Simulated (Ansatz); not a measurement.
`[GeH3][NH]C1=C[SiH2]1` + `SS` → `S[S][GeH3]` + `NC1=C[SiH2]1` at 700 K and 1 bar (ligand exchange at a Ge–N bond).

Isolated molecules relaxed with PBE0-D4/def2-TZVP in Ansatz; ΔE leaves out vibrations. CCSD(T)/CBS is the MP2 limit (def2-TZVPP, def2-QZVPP) plus CCSD(T) − MP2 in def2-TZVPP, frozen cores. This one scheme is used for every species. For Ge outer-core shells are correlated without core-valence functions, which leaves a few kJ/mol of doubt a bond. Scalar relativity is left out up to krypton. Each species was taken in one conformer, which may not be the lowest.

```tsv
species	CCSD(T)/CBS energy (Eh)	H − E (kJ/mol)	S (J/(mol·K))
`[GeH3][NH]C1=C[SiH2]1`	-2500.13796	293.6	502.9
`SS`	-796.74576	82.9	298.8
`S[S][GeH3]`	-2874.07545	151.2	417.4
`NC1=C[SiH2]1`	-422.82137	232.2	391.5
```

H − E and S are ideal-gas, rigid-rotor, harmonic terms from PBE0-D4/def2-TZVP, for one conformer and one mirror image of each species. 1 Eh = 2625.50 kJ/mol, R = 8.31446 J/(mol·K).

Problem. By hand: ΔE, ΔH, ΔS and ΔG.

Solution. ΔE = (-2874.07545) + (-422.82137) − (-2500.13796) − (-796.74576) = -0.01310 Eh = -34.4 kJ/mol. Δ(H − E) = 151.2 + 232.2 − 293.6 − 82.9 = 6.9, so ΔH = -27.5 kJ/mol. ΔS = 417.4 + 391.5 − 502.9 − 298.8 = 7.2 J/(mol·K). ΔG = -27.5 − 700 × (7.2)/1000 = -32.5 kJ/mol.

Problem. By hand: the equilibrium constant, and the temperature at which ΔG would vanish if ΔH and ΔS stayed fixed.

Solution. log₁₀ K = −ΔG/(RT ln 10) = 2.4. ΔH and −TΔS have one sign here, so there is no such temperature.

The number of gas molecules stays the same, so ΔS is small and ΔH decides. A doubt of 5 kJ/mol in ΔE shifts log₁₀ K by 0.4 here. Other conformers and mirror images would add mixing entropy, several J/(mol·K) or more a flexible species. These are equilibria of isolated gas molecules and say nothing of rates. Largest T1 diagnostic: 0.013 (customary marks: 0.02 for closed shells, 0.045 for open ones).

ΔS is within the doubt of such terms, so its sign, and with it that verdict, could turn.
